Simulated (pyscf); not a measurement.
`[SnH2]` [singlet] + `[GeH4]` -> `[GeH3][SnH3]`, an insertion (singlet surface; Ge–H broken, Ge–Sn, H–Sn formed). Structures and frequencies: ωB97X-D3(BJ)/def2-SVP in PySCF. Correlated levels are frozen-core, on RHF or UHF. ΔMP2 is the change of the MP2 total energy from the triple- to the quadruple-zeta basis. Energies in kcal/mol from the separated reactants.

Small-basis levels: PySCF, no dispersion term, spherical d functions. 

### Question
Quick BP86/6-31G*+LANL2DZ single points give ΔE‡ = 11.1 kcal/mol and ΔE = -28.4 kcal/mol. What does CCSD(T)/def2-TZVPP + ΔMP2(QZVPP) give, and how far is the quick result from it?

### Answer
CCSD(T)/def2-TZVPP + ΔMP2(QZVPP) gives ΔE‡ = 9.0 kcal/mol and ΔE = -30.3 kcal/mol. BP86/6-31G*+LANL2DZ lies 2.1 kcal/mol over it in the barrier and 1.8 kcal/mol over it in the reaction energy, so on this step it holds to within 3.0 kcal/mol. CCSD(T)/def2-TZVPP + ΔMP2(QZVPP) has limits of its own. On the reactant side the descent ends in a bound adduct, 8.2 kcal/mol under the separated species and 14.6 kcal/mol under the saddle at ωB97X-D3(BJ)/def2-TZVP. At ωB97X-D3(BJ)/def2-TZVP the barrier from the zero used here is 6.5 kcal/mol. This is the saddle that the search found; another between the same sides may lie lower. The CCSD(T) − MP2 part came from Ansatz, without density fitting, on the same reference. The frozen core leaves the outer d or s,p core shells of the metals and heavy elements correlated in the MP2 and CC values, and def2-TZVPP describes them poorly, which can shift differences by a few kcal/mol. In the def2 sets elements up to Kr have no core potential. In the def2 sets elements past Kr carry core potentials, without spin-orbit coupling.
